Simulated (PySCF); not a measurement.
# Be (beryllium, neutral): MN15 calculation

Configuration: [He] 2p2, high-spin 3P determinant (an excited configuration). Computed with PySCF 2.14 in dyall-av3z (15s9p4d2f, 76 functions), with the non-relativistic Hamiltonian (point nucleus).

* Total energy: -14.4415 hartree
* One-electron energy: -18.6514 hartree
* Hartree (Coulomb) energy: 6.9575 hartree
* Exchange-correlation energy: -2.7476 hartree
* Kinetic energy: 14.41762 hartree
* ⟨S²⟩: 2.0000
* ⟨L²⟩: 2.001
* Sum of ⟨r⟩: 6.685 bohr
* Sum of ⟨r²⟩: 22.24 bohr²
* Traceless quadrupole moment −½Σ⟨3z² − r²⟩ along its main axis: 4.30 e·bohr²
* Density at the nucleus (Gaussians lack the cusp): 37.8 bohr⁻³
* Spin density at the nucleus: -0.102 bohr⁻³
* Langevin diamagnetic susceptibility: -17.6 ×10⁻⁶ cm³/mol

```csv
shell,electrons,mean orbital energy (eV),"rms radius, mean of both spins (bohr)"
1s α,1,-114.06,0.491
1s β,1,-113.70,0.491
2p α,2,-4.277,3.30
```
